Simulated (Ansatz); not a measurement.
KPbBr3, relaxed as a triplet with UKS B3LYP-D4/def2-SVP in Ansatz, starting from the B3LYP-D4/def2-SVP geometry of the neutral singlet. Force threshold 0.02 eV/Å.

In the def2 sets Pb takes a core potential; there is no spin–orbit coupling. In the triplet, Br4 and Br5 lie 2.96 Å apart (atoms count from 1), so these atoms are partly bonded to each other. The relaxation made no stability test and no search for a lower SCF solution. At B3LYP-D4/def2-SVP a singlet of charge 0 lies 2.91 eV below the triplet, each at its own geometry. The structure comes from a short search, and lower isomers may exist.

Start:

Cartesian coordinates in Å:
```
K 2.011 -0.064 0.557
Pb -1.631 0.052 -0.452
Br -0.749 -0.154 2.192
Br 0.162 -1.919 -1.296
Br 0.207 2.084 -1.001
```

(1) Estimate the energy that the relaxation releases and the steps that it takes.

(2) Does the start keep its bonding?

(3) Predict the relaxed structure.

Answers

(1) 37.6 kcal/mol, in 22 steps; 5.1 min on 4 threads of Intel Xeon Platinum 8259CL on a shared host. No frequencies were taken in this run, so the end may be a saddle point.

(2) Bonds lost: Pb2–Br5 (atoms count from 1).

(3) 
Cartesian coordinates in Å:
```
K 1.819 0.318 0.892
Pb -2.202 -0.631 0.010
Br -0.759 -0.471 2.434
Br 0.244 -1.053 -1.619
Br 0.898 1.837 -1.716
```
Bond lengths (bridged metal pairs left out): 3 × Br–K 3.11 to 3.27 Å; 2 × Br–Pb 2.83 to 2.97 Å.
